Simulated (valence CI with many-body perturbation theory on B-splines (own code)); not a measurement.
**Zr¹⁷⁺: what the settings do**

Calculated by configuration interaction combined with many-body perturbation theory (CI+MBPT): five valence electrons over a frozen Dirac-Fock core [Ar], a basis of 6 s, 6 p, 5 d, 5 f, 1 g functions for each j, with the one-electron correlation potential Σ1, the two-electron term Σ2, the three-electron term Σ3, Breit, model QED; selected CI, second order for the rest, scaled by the run's own slope (own B-spline code, finite nucleus).

No measured spectrum was set against this ion. As an estimate, terms of the open shell hold to 2 to 4 % of their energy, and close levels can change places. Among the levels kept, up to 380 cm⁻¹ of a level comes from second order outside the variational space, and about a tenth of that is noise between levels of different J, which matters for small intervals. Only levels of the ground parity were solved; by the run's estimate the other parity begins above the list, which can be wrong where configurations are misplaced.

The reference run has the lowest level 3d5 6S_5/2 and an ionisation energy of 689.047 eV. Its largest variational space holds 9981 state functions.

Names give the largest LS component (configuration and term), which can be under half, so a name can repeat, a term be missing and a line seem to break the LS rules; names also repeat where a configuration has a term twice. Letters in brackets count levels of one name in rising energy.

Changed runs:
A. box radius (bohr) 6.3671 → 4.95
B. correlating orbitals by l 3 3 3 3 1 → 4 4 3 0 0
C. QED terms on → off; scale of Σ1 1 → 0
D. correlating orbitals by l 3 3 3 3 1 → 0 0 0 0 0 (bad on purpose)

Excitation energies of the reference run in cm⁻¹, and shifts in cm⁻¹:

| Level | Reference | A | B | C | D |
| --- | --- | --- | --- | --- | --- |
| 3d5 4G_5/2 [a] | 83780 | +0.2 | +2230 | +88 | +3185 |
| 3d5 4G_7/2 | 90285 | +0.2 | +1787 | -192 | +2533 |
| 3d5 4G_11/2 | 90444 | +0.2 | +1987 | -236 | +2700 |
| 3d5 4G_9/2 | 92673 | +0.2 | +1668 | -289 | +2365 |
| 3d5 4G_5/2 [b] | 93367 | +0.2 | +2232 | -183 | +3206 |
| 3d5 4P_3/2 | 95695 | +0.2 | +2597 | -121 | +3716 |
| 3d5 4P_1/2 | 101426 | +0.2 | +2857 | -249 | +4032 |
| 3d5 4D_7/2 | 110510 | +0.2 | +2451 | -336 | +3332 |
| 3d5 4D_5/2 | 118623 | +0.2 | +2719 | -408 | +3803 |
| 3d5 4D_1/2 | 118864 | +0.2 | +2766 | -522 | +3725 |
| 3d5 4D_3/2 | 122072 | +0.2 | +2604 | -565 | +3659 |
| 3d5 2I_11/2 | 129331 | +0.3 | +2598 | -321 | +3623 |
| Ionisation energy (eV) | 689.047 | +0.00017 | -0.210 | -2.294 | +0.120 |
